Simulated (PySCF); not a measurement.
Cl2OTi, triplet, geometry from GFN2-xTB (such geometries of metal compounds can be far from the true shape) (the multiplicity is a formal guess); CASSCF(8,6)/STO-3G (PySCF).

Input for PySCF:
```python
from pyscf import gto, scf, mcscf
import numpy

mol = gto.Mole()
mol.atom = '''
    Ti   -0.253933    0.193549   -0.181697
    Cl    1.678470   -0.129388   -1.042363
    Cl   -0.693020   -0.621727    1.747484
    O    -1.395767    1.063860   -0.998716
'''
mol.basis = 'sto-3g'
mol.charge = 0
mol.spin = 2
mol.verbose = 4
mol.build()

mf = scf.ROHF(mol)
mf.kernel()
mc = mcscf.CASSCF(mf, 6, 8)
mc.fix_spin_(ss=2.0)
mc.kernel()
occ = numpy.linalg.eigvalsh(mc.fcisolver.make_rdm1(mc.ci, mc.ncas, mc.nelecas))[::-1]
ss = mc.fcisolver.spin_square(mc.ci, mc.ncas, mc.nelecas)[0]
print('natural occupations', occ.round(4), ' <S^2>', round(ss, 4))
```

Output, abridged:

```
PySCF version 2.14.0

[INPUT] verbose = 4
[INPUT] num. atoms = 4
[INPUT] num. electrons = 64
[INPUT] charge = 0
[INPUT] spin (= nelec alpha-beta = 2S) = 2
[INPUT] symmetry False subgroup None
[INPUT] Mole.unit = angstrom
[INPUT] Symbol           X                Y                Z      unit          X                Y                Z       unit  Magmom
[...]
nuclear repulsion = 326.391357535349
number of shells = 21
number of NR pGTOs = 123
number of NR cGTOs = 41
basis = sto-3g
ecp = {}

******** <class 'pyscf.scf.rohf.ROHF'> ********
method = ROHF
initial guess = minao
damping factor = 0
level_shift factor = 0
DIIS = <class 'pyscf.scf.diis.CDIIS'>
diis_start_cycle = 1
diis_space = 8
diis_damp = 0
SCF conv_tol = 1e-09
SCF conv_tol_grad = None
SCF max_cycles = 50
direct_scf = True
direct_scf_tol = 1e-13
num. doubly occ = 31  num. singly occ = 2
Set gradient conv threshold to 3.16228e-05
init E= -1821.36763628578
[...]
cycle= 1 E= -1822.82947176034  delta_E= -1.46  |g|= 0.52  |ddm|= 2.29
[...]
cycle= 2 E= -1822.9174958217  delta_E= -0.088  |g|= 0.453  |ddm|= 1.26
[...]
cycle= 3 E= -1822.99465964329  delta_E= -0.0772  |g|= 0.0385  |ddm|= 0.424
[...]
cycle= 4 E= -1822.99634149377  delta_E= -0.00168  |g|= 0.00952  |ddm|= 0.139
[...]
cycle= 5 E= -1822.99644709174  delta_E= -0.000106  |g|= 0.00559  |ddm|= 0.0414
[...]
cycle= 6 E= -1822.99648704034  delta_E= -3.99e-05  |g|= 0.00243  |ddm|= 0.0215
[...]
cycle= 7 E= -1822.99649905066  delta_E= -1.2e-05  |g|= 0.000818  |ddm|= 0.0099
[...]
cycle= 8 E= -1822.99650046156  delta_E= -1.41e-06  |g|= 0.000384  |ddm|= 0.00399
[...]
cycle= 9 E= -1822.99650077464  delta_E= -3.13e-07  |g|= 8.72e-05  |ddm|= 0.00153
[...]
cycle= 10 E= -1822.9965007982  delta_E= -2.36e-08  |g|= 2.2e-05  |ddm|= 0.000517
[...]
cycle= 11 E= -1822.99650079974  delta_E= -1.54e-09  |g|= 6.67e-06  |ddm|= 0.000147
[...]
cycle= 12 E= -1822.99650079982  delta_E= -7.91e-11  |g|= 1.64e-06  |ddm|= 2.95e-05
[...]
Extra cycle  E= -1822.99650079982  delta_E= 1.82e-12  |g|= 7.87e-07  |ddm|= 4.79e-06
converged SCF energy = -1822.99650079982

******** <class 'pyscf.mcscf.mc1step.CASSCF'> ********
CAS (5e+3e, 6o), ncore = 28, nvir = 7
max_cycle_macro = 50
max_cycle_micro = 4
conv_tol = 1e-07
conv_tol_grad = None
orbital rotation max_stepsize = 0.02
orbital rotation threshold for CI restart = 0.01
augmented hessian ah_max_cycle = 30
augmented hessian ah_conv_tol = 1e-12
augmented hessian ah_linear dependence = 1e-14
augmented hessian ah_level shift = 1e-08
[...]
CASCI E = -1822.99722397153  S^2 = 2.0000000
[...]
macro iter  40 (  6 JK    2 micro), CASSCF E = -1823.00204273238  dE = -1.64394551e-05  S^2 = 2.0000000
               |grad[o]|=0.000349  |grad[c]|=0.00297  |ddm|=0.00145  |maxRot[o]|=0.037
macro iter  41 (  5 JK    2 micro), CASSCF E = -1823.00205217265  dE = -9.44027192e-06  S^2 = 2.0000000
               |grad[o]|=0.000277  |grad[c]|=0.0015  |ddm|=0.000955  |maxRot[o]|=0.0249
macro iter  42 (  9 JK    3 micro), CASSCF E = -1823.00203650258  dE =  1.56700764e-05  S^2 = 2.0000000
               |grad[o]|=0.000303  |grad[c]|=0.00536  |ddm|=0.000628  |maxRot[o]|=0.0599
macro iter  43 ( 21 JK    4 micro), CASSCF E = -1823.00205061220  dE = -1.41096282e-05  S^2 = 2.0000000
               |grad[o]|=0.000341  |grad[c]|=0.00359  |ddm|=0.000226  |maxRot[o]|=0.0792
macro iter  44 (  7 JK    2 micro), CASSCF E = -1823.00206624378  dE = -1.56315723e-05  S^2 = 2.0000000
               |grad[o]|=0.000298  |grad[c]|=0.00245  |ddm|=0.00118  |maxRot[o]|=0.0335
macro iter  45 (  5 JK    2 micro), CASSCF E = -1823.00207311294  dE = -6.86916201e-06  S^2 = 2.0000000
               |grad[o]|=0.000222  |grad[c]|=0.000928  |ddm|=0.00063  |maxRot[o]|=0.0192
macro iter  46 (  4 JK    1 micro), CASSCF E = -1823.00208046013  dE = -7.34719038e-06  S^2 = 2.0000000
               |grad[o]|=0.000212  |grad[c]|=0.00285  |ddm|=0.000772  |maxRot[o]|=0.0221
macro iter  47 (  9 JK    3 micro), CASSCF E = -1823.00208160368  dE = -1.14355203e-06  S^2 = 2.0000000
               |grad[o]|=0.000207  |grad[c]|=0.00287  |ddm|=0.000738  |maxRot[o]|=0.0385
macro iter  48 (  7 JK    2 micro), CASSCF E = -1823.00209498422  dE = -1.33805354e-05  S^2 = 2.0000000
               |grad[o]|=0.000291  |grad[c]|=0.00314  |ddm|=0.000661  |maxRot[o]|=0.0343
macro iter  49 (  6 JK    1 micro), CASSCF E = -1823.00210031954  dE = -5.33532648e-06  S^2 = 2.0000000
               |grad[o]|=0.00018  |grad[c]|=0.00245  |ddm|=0.000376  |maxRot[o]|=0.019
macro iter  50 ( 12 JK    3 micro), CASSCF E = -1823.00209798419  dE =  2.33535479e-06  S^2 = 2.0000000
               |grad[o]|=0.000164  |grad[c]|=0.00379  |ddm|=0.000456  |maxRot[o]|=0.0501
1-step CASSCF not converged,  50 macro (401 JK 111 micro) steps
CASSCF canonicalization
Density matrix diagonal elements [1.9957663  1.99870933 1.99894882 1.00001103 1.00012653 0.006438  ]
CASSCF energy = -1823.00209798419
CASCI E = -1823.00209798419  E(CI) = -21.7566376797688  S^2 = 2.0000000
natural occupations [1.9995 1.9993 1.9949 1.0002 1.     0.0061]  <S^2> 2.0
```

The run did not converge; its last values are not results.
